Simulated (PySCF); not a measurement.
A species of formula C7H9NO2 has this rotational fingerprint, computed with PBE0-D3(BJ)/def2-SVP geometry optimisation, gas phase (PySCF 2.14.0):

| Quantity | Value |
| --- | --- |
| Rotational constants | A = 2061, B = 872.0, C = 633.4 MHz |
| Dipole components | \|μa\| = 5.40 D, \|μb\| = 1.15 D, \|μc\| = 0.25 D |
| Inertial defect | -26.96 u·Å² |
| κ | -0.67 |

Question: Which candidate fits, each taken in the one conformer that was computed?
A. `[NH2:1][C:2](=[O:3])[C@@H:4]1[CH2:5][CH:6]=[CH:7][C:8](=[O:9])[CH2:10]1` with H–N1–C2–O3 3° and 179°, N1–C2–C4–C5 -156°, C2–C4–C5–C6 -168°, C4–C5–C6–C7 19°, C6–C7–C8–O9 -178°, C7–C8–C10–C4 -34°
B. `[O:1]=[CH:2]/[CH:3]=[C:4]1/[CH2:5][C@@H:6]1[CH2:7][NH:8][CH:9]=[O:10]` with O1–C2–C3–C4 -12°, C5–C6–C7–N8 -154°, C6–C7–N8–C9 -123°, C7–N8–C9–O10 -5°

Answer: B. It is O=C/C=C1/C[C@@H]1CNC=O, an asymmetric top, point group C1. The candidates at the same level (rigid rotor, commonest isotopes):

```csv
SMILES,A (MHz),B (MHz),C (MHz),μa (D),μb (D),μc (D),Δ (u·Å²),point group,rotor
O=C/C=C1/C[C@@H]1CNC=O,2061,872.0,633.4,5.40,1.15,0.25,-26.96,C1,asymmetric top
NC(=O)[C@@H]1CC=CC(=O)C1,2468,921.9,729.5,1.72,0.17,2.43,-60.16,C1,asymmetric top
```

`NC(=O)[C@@H]1CC=CC(=O)C1` has A 20 % too high. No structure here is proved a minimum.
